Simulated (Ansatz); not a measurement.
A first, cheap relaxation of `FC(F)(F)[Si](F)(F)F`.

```yaml
crystal:
  periodic: [false, false, false]
  atoms:
    - {symbol: F, position_ang: [-1.867300, -0.095000, 0.295500]}
    - {symbol: C, position_ang: [-0.626500, -0.205500, 0.682200]}
    - {symbol: F, position_ang: [-0.543500, -1.481800, 1.118600]}
    - {symbol: F, position_ang: [-0.388300, 0.610100, 1.768300]}
    - {symbol: Si, position_ang: [0.576000, 0.172400, -0.670200]}
    - {symbol: F, position_ang: [0.420000, 1.714400, -1.166500]}
    - {symbol: F, position_ang: [2.120600, -0.006500, -0.150200]}
    - {symbol: F, position_ang: [0.401100, -0.765200, -1.933500]}
basis:
  gaussian: {orbitals: def2-SVP}
hamiltonian: {xc: pbe, dispersion: d4}
relax: {f_tol: 0.03, max_steps: 200}
```

```sh
$ ansatz run in.yaml --threads 4 --pin off --events-out ev --progress --plain --max-ram 11315MiB
```

Shortened log:

```
Functional definition: PBE
mean field -25184.11391195 eV, -925.4991158587 hartree, gradient 2.3e-5 eV, S^2 0.000000; 0 other end points of the search recorded, 0 dependent functions left out
relax step   1: F+E_penalty+E_count = -25184.30526105 eV  Δ(F+E_penalty+E_count) = +0.000e0 eV  max|allowed force component| = 2.389e0 eV/Å  Δτ_max = 0.0000 Å  (26 SCF iters, accepted)
mean field -25184.26662128 eV, -925.5047278229 hartree, gradient 1.7e-5 eV, S^2 0.000000; 0 other end points of the search recorded, 0 dependent functions left out
relax step   2: F+E_penalty+E_count = -25184.45774748 eV  Δ(F+E_penalty+E_count) = -1.525e-1 eV  max|allowed force component| = 1.222e0 eV/Å  Δτ_max = 0.0392 Å  (28 SCF iters, accepted)
mean field -25184.31208795 eV, -925.5063986923 hartree, gradient 1.6e-5 eV, S^2 0.000000; 0 other end points of the search recorded, 0 dependent functions left out
relax step   3: F+E_penalty+E_count = -25184.50231699 eV  Δ(F+E_penalty+E_count) = -4.457e-2 eV  max|allowed force component| = 1.466e-1 eV/Å  Δτ_max = 0.0556 Å  (27 SCF iters, accepted)
mean field -25184.30592449 eV, -925.5061721894 hartree, gradient 1.3e-5 eV, S^2 0.000000; 0 other end points of the search recorded, 0 dependent functions left out
relax step   4: F+E_penalty+E_count = -25184.49726714 eV  Δ(F+E_penalty+E_count) = +5.050e-3 eV  max|allowed force component| = 4.747e-1 eV/Å  Δτ_max = 0.0337 Å  (28 SCF iters, rejected (line search))
mean field -25184.31493539 eV, -925.5065033338 hartree, gradient 1.3e-5 eV, S^2 0.000000; 0 other end points of the search recorded, 0 dependent functions left out
relax step   5: F+E_penalty+E_count = -25184.50569041 eV  Δ(F+E_penalty+E_count) = -3.373e-3 eV  max|allowed force component| = 1.032e-2 eV/Å  Δτ_max = 0.0168 Å  (28 SCF iters, accepted)
mean field -25184.31493539 eV, -925.5065033338 hartree, gradient 1.2e-5 eV, S^2 0.000000; 1 other end points of the search recorded, 0 dependent functions left out
Total energy: -25184.50571306 eV, -925.5135142837 hartree
Atom 0 at    -1.901066    -0.048277     0.283453 Å, force    -0.004698     0.001794    -0.006885 eV/Å
Atom 1 at    -0.627862    -0.215097     0.709310 Å, force    -0.007579    -0.002403     0.008723 eV/Å
Atom 2 at    -0.489341    -1.495714     1.122957 Å, force     0.004559    -0.006888    -0.000839 eV/Å
Atom 3 at    -0.434458     0.592856     1.777102 Å, force     0.003830     0.006214     0.003259 eV/Å
Atom 4 at     0.621279     0.191095    -0.690454 Å, force    -0.005001    -0.001730     0.005532 eV/Å
Atom 5 at     0.425383     1.716535    -1.166538 Å, force    -0.000008     0.009930    -0.003562 eV/Å
Atom 6 at     2.124746    -0.007325    -0.149888 Å, force     0.010324    -0.001108     0.002114 eV/Å
Atom 7 at     0.373419    -0.791172    -1.941741 Å, force    -0.001428    -0.005810    -0.008342 eV/Å
Dipole moment:     0.008031     0.002538    -0.009315 e Å
```

Run time 2.4 s (4 threads of an AMD EPYC 9R45 on a shared host); peak host memory 0.18 GiB.
